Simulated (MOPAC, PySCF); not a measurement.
H3GaS3, SMILES `[SH][Ga]([SH])[SH]`, neutral singlet in the gas phase. 

Cartesian coordinates (Å):
SMILES: [SH][Ga]([SH])[SH]
```xyz
7

S     -0.9966    -2.0051    -0.0932
Ga     0.2726    -0.2190     0.0349
S      2.4246    -0.5453     0.2934
S     -0.4919     1.8384    -0.0820
H     -2.1317    -1.3002    -0.2404
H      2.6973     0.7713     0.3104
H     -1.7742     1.4599    -0.2231
```
Charge 0, multiplicity 1.

All levels are single points at this geometry (r2SCAN-D4/def2-TZVP); Pople sets use spherical d functions. Orbital energies aren't observables, and empty levels follow the basis.

| level | HOMO (eV) | LUMO (eV) | gap (eV) | dipole (D) | vertical IE, Delta-SCF (eV) |
|---|---|---|---|---|---|
| r2SCAN-D4/def2-TZVP in PySCF | -6.75 | -1.64 | 5.11 | 1.57 | – |
| B3LYP/6-311+G** (LANL2DZ on Ga) in PySCF | -7.47 | -1.40 | 6.07 | 1.82 | – |
| B3LYP/6-31G* in PySCF | -7.32 | -1.28 | 6.04 | 1.86 | 9.41 |
| BP86/6-31G* in PySCF | -6.47 | -2.02 | 4.45 | 1.87 | – |
| SVWN5/6-31G* in PySCF | -6.46 | -2.12 | 4.34 | 1.97 | – |
| HF/3-21G in PySCF | -10.78 | 1.69 | 12.47 | 2.62 | – |
| HF/6-31G* in PySCF | -10.44 | 2.03 | 12.47 | 2.00 | 9.04 |
| PM3 in MOPAC | -9.99 | -3.44 | 6.55 | 1.98 | – |
| PM6 in MOPAC | -9.53 | -1.42 | 8.12 | 1.60 | – |
